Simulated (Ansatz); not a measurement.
Results of the Gaussian-basis code of Ansatz.

C2H6Sn, SMILES `[CH3][Sn][CH3]` at its PBE0-D4/def2-TZVP geometry, where that method's forces vanish. Charge 0, multiplicity 1. Sn: def2 effective core potential.

| atom | x (Å) | y (Å) | z (Å) |
| --- | --- | --- | --- |
| C1 | -1.104 | -0.248 | 1.112 |
| Sn2 | -0.143 | 1.508 | 0.223 |
| C3 | 1.100 | 0.289 | -1.106 |
| H4 | -1.595 | -0.830 | 0.324 |
| H5 | -1.840 | 0.009 | 1.874 |
| H6 | -0.340 | -0.892 | 1.558 |
| H7 | 0.456 | -0.337 | -1.732 |
| H8 | 1.748 | 0.886 | -1.748 |
| H9 | 1.718 | -0.385 | -0.504 |

Q: For each bond, give half the difference of the two atoms' forces along it (eV/Å; positive pushes the atoms apart) under PBE-D4, r2SCAN-D4, B3LYP-D4, ωB97M-V in def2-TZVPP. (Estimate.)

A: The calculation gave: 
```
  bond  length (Å)  PBE-D4  r2SCAN-D4  B3LYP-D4  ωB97M-V
C1–Sn2       2.190    0.14       0.05      0.26    -0.07
 C1–H4       1.095    0.10      -0.01     -0.07    -0.03
 C1–H5       1.090    0.08      -0.03     -0.09    -0.03
 C1–H6       1.095    0.10      -0.01     -0.07    -0.03
Sn2–C3       2.190    0.14       0.05      0.26    -0.07
 C3–H7       1.095    0.10      -0.01     -0.07    -0.03
 C3–H8       1.090    0.08      -0.03     -0.09    -0.03
 C3–H9       1.095    0.10      -0.01     -0.07    -0.03
```

B3LYP here is the variant with VWN-RPA as its local correlation; programs differ in this.
